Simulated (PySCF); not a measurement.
Vertical excitations of a molecule C4H10BN from TDDFT-CAM-B3LYP/def2-SVPD in PySCF 2.14.0, as energy in eV (oscillator strength): 6.31 (0.154), 6.59 (0.009), 6.69 (0.033), 7.03 (0.153), 7.28 (0.057), 7.75 (0.021), 7.92 (0.006), 7.97 (0.058), 8.12 (0.024), 8.19 (0.043). Lowest triplet (TDA): 4.04 eV. Coordinates come from a B3LYP-D3(BJ)/def2-SVP optimisation. Other conformers were not sampled.

Task: Identify the compound among the candidates.
A. C=CB(C)NC
B. C/C=N/B(C)C
C. NB1CCCC1
D. CB1CCCN1

Result: A, C=CB(C)NC
